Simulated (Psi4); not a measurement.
C5H11F, singlet, geometry from GFN2-xTB; Psi4 1.11 with MP2/6-31G**.

Input for Psi4:
```
memory 2 GB

molecule {
0 1
  C    -2.01186819    0.89128303    0.32554883
  C    -1.00109896   -0.14278852    0.80246015
  C    -0.12701250   -0.67434499   -0.33096742
  F     0.66164638   -1.69538313    0.18363583
  C     0.78994575    0.34866568   -1.00158089
  C     1.70270858    1.08121011   -0.02420600
  H    -2.61951154    0.48858379   -0.48211595
  H    -2.67121677    1.17054933    1.14355115
  H    -1.51540156    1.78974157   -0.03168654
  H    -1.52716944   -0.99532745    1.23839030
  H    -0.36294610    0.28026478    1.57893930
  H    -0.75705059   -1.15430234   -1.09381063
  H     1.40422065   -0.19236638   -1.72501669
  H     0.17226970    1.05886560   -1.55237188
  H     1.13760462    1.75199234    0.61786286
  H     2.43380087    1.67146774   -0.57134887
  H     2.23453485    0.36482750    0.59735650
}

set basis 6-31g**
set freeze_core true

energy('mp2')
print_variables()
```

### Question
Write the output that Psi4 gives for this input, abridged.

### Answer

```
    SCF Algorithm Type (re)set to DF.

   => Loading Basis Set <=

    Name: 6-31G**
    Role: ORBITAL
    Keyword: BASIS

         ---------------------------------------------------------
                                   SCF
               by Justin Turney, Rob Parrish, Andy Simmonett
                          and Daniel G. A. Smith
                              RHF Reference
         ---------------------------------------------------------

  ==> Geometry <==

    Molecular point group: c1
    Full point group: C1

    Geometry (in Angstrom), charge = 0, multiplicity = 1:

       Center              X                  Y                   Z               Mass
    ------------   -----------------  -----------------  -----------------  -----------------
         C           -2.042009352887     0.978736369108     0.320426969250    12.000000000000
         C           -1.031240122887    -0.055335180892     0.797338289250    12.000000000000
         C           -0.157153662887    -0.586891650892    -0.336089280750    12.000000000000
         F            0.631505217113    -1.607929790892     0.178513969250    18.998403162730
         C            0.759804587113     0.436119019108    -1.006702750750    12.000000000000
         C            1.672567417113     1.168663449108    -0.029327860750    12.000000000000
         H           -2.649652702887     0.576037129108    -0.487237810750     1.007825032230
         H           -2.701357932887     1.258002669108     1.138429289250     1.007825032230
         H           -1.545542722887     1.877194909108    -0.036808400750     1.007825032230
         H           -1.557310602887    -0.907874110892     1.233268439250     1.007825032230
         H           -0.393087262887     0.367718119108     1.573817439250     1.007825032230
         H           -0.787191752887    -1.066849000892    -1.098932490750     1.007825032230
         H            1.374079487113    -0.104913040892    -1.730138550750     1.007825032230
         H            0.142128537113     1.146318939108    -1.557493740750     1.007825032230
         H            1.107463457113     1.839445679108     0.612740999250     1.007825032230
         H            2.403659707113     1.758921079108    -0.576470730750     1.007825032230
         H            2.204393687113     0.452280839108     0.592234639250     1.007825032230

  Running in c1 symmetry.

  Rotational constants: A =      0.13430  B =      0.09230  C =      0.06665 [cm^-1]
[...]
  @DF-RHF Final Energy:  -295.20247033274455
    Total Energy =                       -295.2024703327445536
[...]

  //>>>>>>>>>>>>>>>>>>>>>>>>>>>>>>>>>>>//
  //               DFMP2               //
  //<<<<<<<<<<<<<<<<<<<<<<<<<<<<<<<<<<<//

   => Loading Basis Set <=

    Name: (6-31G** AUX)
    Role: RIFIT
    Keyword: DF_BASIS_MP2

	 --------------------------------------------------------
	                          DF-MP2
	      2nd-Order Density-Fitted Moller-Plesset Theory

	        Rob Parrish, Justin Turney, Andy Simmonett,
	           Ed Hohenstein, and C. David Sherrill
	 --------------------------------------------------------

   => Auxiliary Basis Set <=

  Basis Set: (6-31G** AUX)
    Blend: CC-PVDZ-RI
    Number of shells: 174
    Number of basis functions: 490
    Number of Cartesian functions: 561
    Spherical Harmonics?: true
    Max angular momentum: 3

	 --------------------------------------------------------
	                 NBF =   145, NAUX =   490
	 --------------------------------------------------------
	   CLASS    FOCC     OCC    AOCC    AVIR     VIR    FVIR
	   PAIRS       6      25      19     120     120       0
	 --------------------------------------------------------

	-----------------------------------------------------------
	 ==================> DF-MP2 Energies <====================
	-----------------------------------------------------------
	 Reference Energy          =    -295.2024703327445536 [Eh]
	 Singles Energy            =      -0.0000000000000000 [Eh]
	 Same-Spin Energy          =      -0.2108423722262041 [Eh]
	 Opposite-Spin Energy      =      -0.6878148910428450 [Eh]
	 Correlation Energy        =      -0.8986572632690490 [Eh]
	 Total Energy              =    -296.1011275960136118 [Eh]
	-----------------------------------------------------------
	 ================> DF-SCS-MP2 Energies <==================
	-----------------------------------------------------------
	 SCS Same-Spin Scale       =       0.3333333333333333 [-]
	 SCS Opposite-Spin Scale   =       1.2000000000000000 [-]
	 SCS Same-Spin Energy      =      -0.0702807907420680 [Eh]
	 SCS Opposite-Spin Energy  =      -0.8253778692514140 [Eh]
	 SCS Correlation Energy    =      -0.8956586599934820 [Eh]
	 SCS Total Energy          =    -296.0981289927380544 [Eh]
	-----------------------------------------------------------

  Variable Map:
  ----------------------------------------------------------------------------
[...]
  Array Variable Map:
  ----------------------------------------------------------------------------
[...]
[...]
```
